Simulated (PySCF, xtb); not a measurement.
trans-(1R,2R)-1-chloro-2-fluorocyclopropane (C3H4ClF), SMILES F[C@@H]1C[C@H]1Cl.

Harmonic wavenumbers (cm⁻¹) from xtb with GFN2-xTB at its own minimum, in rising order: 219, 253, 359, 426, 689, 835, 906, 981, 993, 1035, 1052, 1067, 1137, 1190, 1227, 1354, 1432, 3056, 3064, 3099, 3120.

Problem. What does PBE0-D3(BJ)/def2-SVP in PySCF give at its own minimum? (An estimate is asked for; the answer gives what the named calculation found.)

Solution. 231, 266, 371, 445, 710, 831, 932, 989, 1004, 1056, 1086, 1100, 1206, 1230, 1278, 1391, 1492, 3160, 3196, 3215, 3267. Paired by order, the mean absolute difference is 46 cm⁻¹ and the zero-point energies are 39.3 and 40.7 kcal/mol.
